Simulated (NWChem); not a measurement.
# CH$_{4}$AlI; SMILES [CH3][AlH][I]

Results from NWChem. Coordinates come from a PBE0/def2-SVP optimisation. def2 effective core potentials on I; no spin-orbit coupling.

**Question.** Estimate the computed values for CAM-B3LYP/def2-SVP. Quantities: highest occupied level (eV); orbital gap (eV); dipole (D).

**Answer.** highest occupied level (eV): -8.61
orbital gap (eV): 8.17
dipole (D): 1.93
